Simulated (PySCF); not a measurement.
C₅H₃F₂N.
Numbering: `[CH2:1]=[C:2]([F:3])/[C:4]([F:5])=[CH:6]/[C:7]#[N:8]` (hydrogens: H9, H10 on C1; H11 on C6)

Level of theory: HF/def2-SVP geometry optimisation, gas phase (PySCF).

Task: Give the optimised bond lengths and angles.

Result: 
```json
{"bond": "C1=C2", "length (Å)": "1.317"}
{"bond": "C2–F3", "length (Å)": "1.320"}
{"bond": "C2–C4", "length (Å)": "1.469"}
{"bond": "C4–F5", "length (Å)": "1.308"}
{"bond": "C4=C6", "length (Å)": "1.326"}
{"bond": "C6–C7", "length (Å)": "1.435"}
{"bond": "C7≡N8", "length (Å)": "1.134"}
{"bond": "C1–H9", "length (Å)": "1.078"}
{"bond": "C1–H10", "length (Å)": "1.080"}
{"bond": "C6–H11", "length (Å)": "1.079"}
```

A selection of angles:
```json
{"angle": "C1–C2–F3", "degrees": "121.9"}
{"angle": "C1–C2–C4", "degrees": "125.4"}
{"angle": "F3–C2–C4", "degrees": "112.7"}
{"angle": "C2–C4–F5", "degrees": "113.6"}
{"angle": "C2–C4–C6", "degrees": "125.0"}
{"angle": "F5–C4–C6", "degrees": "121.5"}
{"angle": "C4–C6–C7", "degrees": "122.5"}
{"angle": "C6–C7–N8", "degrees": "178.6"}
```

Torsions: C1–C2–C4–F5 0° (synperiplanar); C2–C4–C6–C7 180° (antiperiplanar).

The 4 C–C bonds span 1.317 Å (C1=C2, drawn double) to 1.469 Å (C2–C4, drawn single), a spread of 0.152 Å. Of the pairs four or more bonds apart, F3···H11 is among the closest relative to their van der Waals radii: 2.42 Å, 91 % of the sum of Bondi's values. The 8 heavy atoms lie in one plane (0.000 Å rms).

Point group: Cs (tolerance 0.08 Å). No frequency check. The numbers are those of one conformer.
